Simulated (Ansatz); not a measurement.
Isolated molecules relaxed with PBE0-D4/def2-TZVP in Ansatz; ΔE leaves out vibrations. CCSD(T)/CBS adds triple-zeta CCSD(T) − MP2 to the extrapolated MP2 energy (def2 sets, frozen cores). This one scheme is used for every species. DFT in def2-TZVPP. B3LYP here is the variant with VWN-RPA as its local correlation; programs differ in this. HSE06 is defined as in plane-wave codes. One conformer a species, not always the lowest.

`C#C[SiH2][AlH][SiH3]` + HCl → `[SiH3][AlH][Cl]` + `C#C[SiH3]`  (cleavage of the Al–Si bond)

`C#C[SiH2][AlH][SiH3]`:

Z-matrix (Å, degrees):
```
Al
Si 1 2.442
C 1 2.260 2 112.0
C 1 2.294 2 101.6 3 31.1
Si 1 2.466 2 113.4 3 -49.7
H 1 1.585 2 129.3 3 150.2
H 2 1.492 1 110.2 3 25.3
H 2 1.492 1 112.3 3 144.9
H 2 1.493 1 112.9 3 -94.2
H 4 1.070 1 125.9 2 66.9
H 5 1.483 1 124.0 2 -167.1
H 5 1.483 1 124.2 2 4.6
```

HCl:

```xyz
2

Cl    0.579   -0.207    0.174
H    -0.579    0.207   -0.174
```

`[SiH3][AlH][Cl]`:

```xyz
7

Si   -0.950   -0.056    0.543
Al    1.186   -0.145   -0.645
Cl    1.932    1.689   -1.358
H    -2.007    0.510   -0.341
H    -0.836    0.825    1.739
H    -1.397   -1.401    0.999
H     2.071   -1.422   -0.939
```

`C#C[SiH3]`:

Cartesian coordinates in Å:
```
C 1.783 0.121 -0.807
C 0.687 0.046 -0.311
Si -0.971 -0.066 0.440
H 2.752 0.187 -1.246
H -1.975 0.484 -0.504
H -1.284 -1.487 0.727
H -0.992 0.714 1.701
```

| level | ΔE (kJ/mol) | difference from CCSD(T)/CBS |
| --- | --- | --- |
| B3LYP-D4 | -152.0 | -1.4 |
| r2SCANh-D4 | -133.1 | 17.5 |
| HSE06-D4 | -124.8 | 25.8 |
| BHLYP-D4 | -166.6 | -16.0 |
| PBE-QIDH | -142.4 | 8.2 |
| B3LYP | -164.3 | -13.7 |
| r2SCANh | -135.5 | 15.1 |
| HSE06 | -131.5 | 19.1 |
| CAM-B3LYP | -169.3 | -18.7 |
| RPA@PBE/def2-TZVPP | -143.2 | 7.4 |
| CCSD(T)/def2-SVP | -155.5 | -4.9 |
| HF/def2-TZVPP | -212.8 | -62.2 |
| CCSD/def2-TZVPP | -158.9 | -8.3 |
| MP2/def2-QZVPP | -154.4 | -3.8 |
| SCS-MP2/def2-QZVPP | -167.4 | -16.8 |
| HF/CBS(def2) | -213.1 | -62.5 |
| CCSD(T)/CBS | -150.6 | 0 |

Largest T1 diagnostic among the species: 0.015.

At CCSD(T), def2-SVP lies −4.9 kJ/mol from the extrapolated value and def2-TZVPP +3.3 kJ/mol. In def2-TZVPP, CCSD(T) changes the Hartree–Fock value by +65.5 kJ/mol (the triples alone add +11.6 kJ/mol) and MP2 by +60.4 kJ/mol.
